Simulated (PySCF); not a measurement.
## Correlation energy of P³⁺ (phosphorus, charge +3)

[Ne] 3s2, closed-shell 1S. All numbers are calculated (PySCF 2.14, the spin-free X2C one-electron Hamiltonian (Gaussian nucleus), in aug-cc-pVDZ-DK (5s4p2d, 27 functions)). Frozen: [Ne]; 2 electrons correlated.

With two correlated electrons CCSD is exact within the correlated space (frozen core and kept virtual orbitals).

```json
{"level": "CCSD", "correlation energy (mhartree)": "-47.88"}
```

Diagnostics: T1 = 0.0039, D1 = 0.0056, largest double amplitude 0.116.

Cost of the coupled-cluster step: about 0.14 core-seconds, for 2 correlated electrons.
